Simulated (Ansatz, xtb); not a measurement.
**Two isomers of C4H2BrClN2**

Structure a: `Clc1cncc(Br)n1`, a singlet. Structure b: `Clc1cnc(Br)cn1`, a singlet. Both are isolated molecules in the gas phase, relaxed with PBE0-D3(BJ)/def2-SVP.

a (Å):

```xyz
10

C    -2.0457    1.7384   -0.7737
C    -1.4722    1.1225    0.3465
C    -1.3673    3.1509    1.3779
C    -1.9421    3.7381    0.2436
Br   -2.2565    5.5954    0.2165
Cl   -2.4703    0.7872   -2.1468
N    -1.1417    1.8444    1.4077
N    -2.2756    3.0348   -0.8174
H    -1.2887    0.0446    0.3647
H    -1.0960    3.7503    2.2515
```

b (Å):

```yaml
atoms:
  - { symbol: C, position_ang: [-1.6600, 1.7040, -0.8454] }
  - { symbol: C, position_ang: [-1.9957, 1.1733, 0.4070] }
  - { symbol: C, position_ang: [-1.7917, 3.2397, 1.3013] }
  - { symbol: C, position_ang: [-1.4561, 3.7704, 0.0493] }
  - { symbol: Br, position_ang: [-1.8711, 4.3799, 2.7993] }
  - { symbol: Cl, position_ang: [-1.5873, 0.6604, -2.2167] }
  - { symbol: N, position_ang: [-2.0560, 1.9613, 1.4708] }
  - { symbol: N, position_ang: [-1.3954, 2.9832, -1.0155] }
  - { symbol: H, position_ang: [-2.2129, 0.1086, 0.5326] }
  - { symbol: H, position_ang: [-1.2384, 4.8347, -0.0794] }
```

**Question.** Estimate E(b) − E(a) at the level CCSD(T)/def2-SVP + ΔMP2/def2-TZVPP.

**Answer.** CCSD(T)/def2-SVP + ΔMP2/def2-TZVPP gives E(b) − E(a) = +0.14 kcal/mol, slightly favouring structure a, which is too small a margin to settle the true order.

Level by level:

```csv
level,geometry,E(b) − E(a) (kcal/mol),departure from the last row (kcal/mol),"job, with rough time for the two"
GFN2-xTB,GFN2-xTB,+0.45,+0.31,"optimisation, 0.13 s"
HF/STO-3G,GFN2-xTB,−0.17,−0.31,"single point, 0.78 s"
r2SCAN-D4/def2-SVP,GFN2-xTB,+0.36,+0.22,"single point, 7.8 s"
PBE0-D3(BJ)/def2-SVP,PBE0-D3(BJ)/def2-SVP,+0.15,+0.01,"optimisation, 50 s"
HF/def2-SVP,PBE0-D3(BJ)/def2-SVP,−0.11,−0.25,part of the CCSD(T) run
MP2/def2-SVP,PBE0-D3(BJ)/def2-SVP,+0.11,−0.03,part of the CCSD(T) run
CCSD(T)/def2-SVP,PBE0-D3(BJ)/def2-SVP,+0.08,−0.06,single point
CCSD(T)/def2-SVP + ΔMP2/def2-TZVPP,PBE0-D3(BJ)/def2-SVP,+0.14,,"single point, 3 min"
```

As drawn, both hold the same kinds of bond in the same numbers.

The largest departure from CCSD(T)/def2-SVP + ΔMP2/def2-TZVPP is that of GFN2-xTB, 0.31 kcal/mol. The last row adds to CCSD(T) the change of the MP2 difference between the two basis sets, here +0.06 kcal/mol.

With thermal terms from frequencies at re-optimised GFN2-xTB minima (ideal gas, soft modes damped towards free rotors, one conformer each, 298.15 K, 1 atm): the zero-point term adds −0.02 kcal/mol; ΔH is +0.12 and ΔG +0.21 kcal/mol.

The correlated steps freeze 20 core orbitals; the filled d shell of Br is correlated, in a basis made for valence electrons. Programs: Ansatz 0.2.0, xtb 6.7.1; the last row on 2 threads of Arm Neoverse V2 on a shared host.
